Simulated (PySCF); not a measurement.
O$_{4}$Ru (SMILES [O]=[Ru](=[O])(=[O])=[O]), singlet, geometry from GFN2-xTB (such geometries of metal compounds can be far from the true shape) (core potentials on Ru). Base run: TPSS/def2-SVP in PySCF.

Input for PySCF:
```python
from pyscf import gto, scf, dft

mol = gto.M(
    atom='''
Ru   -0.00000000    0.00000000   -0.00000000
O     1.11719637    0.66144806   -0.94159510
O     0.71248096   -0.83185432    1.17159373
O    -0.91933211   -0.98382505   -0.87129751
O    -0.91034522    1.15423131    0.64129888
''',
    basis='def2-svp',
    ecp={'Ru': 'def2-svp'},
    verbose=4,
)

mf = dft.RKS(mol)
mf.xc = 'tpss'
mf.kernel()
```

Each row names what was changed in the base input (with any setting that the change needs).

| change | ΔE vs base (mEh) | SCF cycles | outcome |
|---|---|---|---|
| base | 0.000 | 11 | converged |
| init_guess = vsap | - | - | input refused |
| diis_space = 2 | - | 50 | not converged |
| init_guess = atom | 0.000 | 14 | converged |
| init_guess = sap | 0.000 | 14 | converged |
| conv_tol_grad = 1e-7 | 0.000 | 14 | converged |
| conv_tol = 1e-11 | 0.000 | 12 | converged |
| DIIS = EDIIS | - | 50 | not converged |
| damp = 0.5; diis_start_cycle = 5 | 0.000 | 18 | converged |
| diis = off (with mf.max_cycle = 100) | - | 100 | not converged |
| init_guess = mod_huckel | 0.000 | 12 | converged |
| init_guess = 1e | 0.000 | 15 | converged |
| level_shift = 0.1 (with mf.max_cycle = 100) | 0.000 | 11 | converged |

- init_guess = vsap: ended with `AssertionError: ECP or PP not supported`
